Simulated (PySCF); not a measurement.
**Spin–spin coupling constants**

Geometry:
```
atom   x (Å)   y (Å)   z (Å)
  C1  -1.043   0.755  -0.436
  C2   0.177   1.320  -0.342
 Ge3   1.396  -0.052   0.300
  C4  -0.076  -1.322   0.358
  C5  -1.180  -0.669  -0.058
  H6  -1.928   1.304  -0.778
  H7   0.370   2.363  -0.600
  H8   2.031   0.249   1.670
  H9   2.510  -0.423  -0.697
 H10  -0.084  -2.371   0.657
 H11  -2.164  -1.147  -0.125
```

Couplings: B3LYP/pcJ-1 (pcSseg-1 on Ge) (without the spin–dipole term) in PySCF, geometry PBE0-D3(BJ)/def2-SVP; gas phase, one conformer, non-relativistic. Couplings are averaged over pairs made equivalent by symmetry, fast rotation or ring inversion, so a value needn't be that of the named pair in this geometry, while other rotamers aren't included; one pair stands for each set, and the list holds those of at least 1.5 Hz over up to four bonds.

Isotopes: ¹³C, ¹H.

| pair | bonds | J (Hz) |
| --- | --- | --- |
| C1, C2 | 1 | 67.0 |
| C1, C5 | 1 | 57.7 |
| C1, H6 | 1 | 167.5 |
| C2, H7 | 1 | 181.1 |
| C1, C4 | 2 | ? |
| C1, H11 | 2 | ? |
| C2, C4 | 2 | 10.9 |
| C2, H8 | 2 | 7.8 |
| H8, H9 | 2 | 9.6 |
| C1, H8 | 3 | 4.1 |
| C1, H10 | 3 | ? |
| C2, H10 | 3 | 2.6 |
| C2, H11 | 3 | ? |
| H6, H7 | 3 | ? |
| H6, H11 | 3 | 4.1 |

Q: Estimate the withheld couplings, with signs.

A: 
- ²J(C1,C4) = 3.3 Hz (angle at C5 118°)
- ²J(C1,H11) = 7.0 Hz (angle at C5 119°)
- ³J(C1,H10) = 14.4 Hz (dihedral angle 180°)
- ³J(C2,H11) = 7.9 Hz (dihedral angle 180°)
- ³J(H6,H7) = 10.9 Hz (dihedral angle 0°)

Relativistic effects of the heavier atoms present are left out.
